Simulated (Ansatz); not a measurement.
Stretching the Ga1–H2 bond in GaH3 (SMILES [GaH3]) (multiplicity 1 held, fragments rigid). Energies count from the point at 1.570 Å.
Geometry at that point (charge 0, multiplicity 1):
```xyz
4

Ga     0.00000     0.00000     0.00000
H      1.56593    -0.10900    -0.02050
H     -0.87742    -1.30174     0.00609
H     -0.68850     1.41074     0.01441
```

R- and RO- levels are restricted; in cc, def2 and unpolarised 6-31G sets they are followed outwards from rest. Unrestricted levels (U-) break spin symmetry where that is lower. Levels need not reach the same state.

Run with Ansatz (Gaussian orbitals). 

Problem. One of these levels gives 83.24 kcal/mol for the energy at R = 5.024 Å. Which one is it?
A) R-B3LYP/cc-pVTZ
B) U-HF/cc-pVTZ
C) U-B3LYP/cc-pVTZ

Solution. C, U-B3LYP/cc-pVTZ. The others give 64.57 (U-HF/cc-pVTZ), 114.54 (R-B3LYP/cc-pVTZ)

Doubts at one or more of the structures used: a spin-contaminated determinant (U-HF/cc-pVTZ, U-B3LYP/cc-pVTZ); a restricted determinant that unrestricted orbitals would lower (R-B3LYP/cc-pVTZ).

Ansatz is an electronic-structure program.
